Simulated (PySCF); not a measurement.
A GIAO shielding run with PySCF 2.14 (density fitting, non-relativistic, gas phase) on SMILES FC(F)[C@H]1CCC(=S)CS1, C$_{6}$H$_{8}$F$_{2}$S$_{2}$:

```
$ OMP_NUM_THREADS=1 python probes_run.py task.json out

{"job": {"kind": "nmr", "xc": "PBE0", "basis": "pcSseg-1"}, "charge": 0, "multiplicity": 1}
F     -2.833361    -0.460916    -0.833621
C     -1.957733     0.470388    -0.380495
F     -1.274672     0.890756    -1.471122
C     -1.069273    -0.142012     0.701844
C     -0.184006    -1.292302     0.229088
C      0.990134    -0.865833    -0.666878
C      1.855802     0.139674     0.016775
S      3.396454    -0.170637     0.420535
C      1.212912     1.435468     0.344707
S     -0.120460     1.150598     1.575818
H     -2.534918     1.327539    -0.001058
H     -1.761599    -0.516665     1.463208
H     -0.804656    -2.010337    -0.312465
H      0.218095    -1.789154     1.114719
H      0.609538    -0.436946    -1.597183
H      1.580137    -1.750153    -0.910428
H      0.761881     1.904563    -0.531085
H      1.906966     2.122287     0.825984
```

Hardware: 1 thread of an Intel Xeon, shared host. The job also computes population analyses, field gradients, ring-centre shieldings.

Task: How large is the calculation?

Result: 94 electrons, 224 basis functions and 1206 auxiliary functions.

Task: How long does it take, and how much memory does it need?

Result: 84 s of wall time, with 14 SCF cycles and 5 response iterations; peak memory 1 GiB. Times on a shared host scatter by some tens of per cent.
